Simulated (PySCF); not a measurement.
## Scandium: a sound run and one with changed settings

Sound run: Sc [Ar] 3d1 4s2, Sc⁺ [Ar] 3d1 4s1. All numbers are calculated (PySCF 2.14, no relativity, point nucleus, in 6-31G* (5s4p2d1f, 34 functions)). In the sound run the correlated levels freeze [Ar]. The sound run starts from symmetry-adapted Hartree-Fock orbitals and uses a fine grid where one is needed.

A second run was set up differently.

```json
{"species": "Sc", "method": "MP2", "sound run (hartree)": "-759.69640", "changed run (hartree)": "-759.87987", "converged": "yes"}
{"species": "Sc⁺", "method": "MP2", "sound run (hartree)": "-759.48027", "changed run (hartree)": "-759.65659", "converged": "yes"}
```

Ionisation energy of Sc:

```json
{"method": "UHF", "sound run (eV)": "5.356", "changed run (eV)": "5.356"}
{"method": "MP2", "sound run (eV)": "5.881", "changed run (eV)": "6.076"}
{"method": "SCS-MP2", "sound run (eV)": "5.987", "changed run (eV)": "6.130"}
```

What was changed?
A. basis contracted for another Hamiltonian
B. too few SCF iterations
C. a valence shell is frozen
D. all electrons correlated in a valence basis

D. A valence basis has no tight correlating functions, so it recovers only part of the core correlation, and not evenly between atom and ion.
